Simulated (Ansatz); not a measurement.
`O[SiH2]C[SiH2]S` → `[SH]`• + `O[SiH2]C[SiH2]`•  (homolysis of the S–Si bond)

Calculated with Ansatz (gas phase, PBE0-D4/def2-TZVP geometries, no zero-point term in ΔE). CCSD(T)/CBS adds triple-zeta CCSD(T) − MP2 to the extrapolated MP2 energy (def2 sets, frozen cores). This one scheme is used for every species. Functionals use def2-TZVPP. B3LYP here is the variant with VWN-RPA as its local correlation; programs differ in this. No spin–orbit coupling; open shells (•) take unrestricted orbitals. One conformer a species, not always the lowest.

```
             level  ΔE (eV)  difference from CCSD(T)/CBS
            PBE-D4     3.98                        -0.10
         r2SCAN-D4     3.89                        -0.19
           PBE0-D4     3.96                        -0.12
          B3LYP-D4     3.86                        -0.22
           ωB97X-V     4.08                         0.00
           ωB97M-V     4.12                         0.04
            B2PLYP     3.87                        -0.21
               PBE     3.90                        -0.18
            r2SCAN     3.87                        -0.21
              PBE0     3.89                        -0.19
             B3LYP     3.74                        -0.34
     HF/def2-TZVPP     2.87                        -1.21
    MP2/def2-TZVPP     4.10                         0.02
SCS-MP2/def2-TZVPP     4.01                        -0.07
   CCSD/def2-TZVPP     3.81                        -0.27
CCSD(T)/def2-TZVPP     3.92                        -0.16
     HF/def2-QZVPP     2.86                        -1.22
    MP2/def2-QZVPP     4.19                         0.11
SCS-MP2/def2-QZVPP     4.12                         0.04
      HF/CBS(def2)     2.86                        -1.22
     MP2/CBS(def2)     4.27                         0.19
    CCSD/CBS(def2)     3.98                        -0.10
       CCSD(T)/CBS     4.08                            0
```

Largest T1 diagnostic among the species: 0.012.

In def2-TZVPP, CCSD(T) changes the Hartree–Fock value by +1.05 eV (the triples alone add +0.11 eV) and MP2 by +1.23 eV; breaking electron pairs costs correlation energy, which Hartree–Fock lacks. The D4 term adds +0.12 eV with B3LYP and +0.07 eV with PBE0; it sums over pairs of atoms, weighted by their polarisabilities, and B3LYP, whose exchange is more repulsive, gets the larger term.
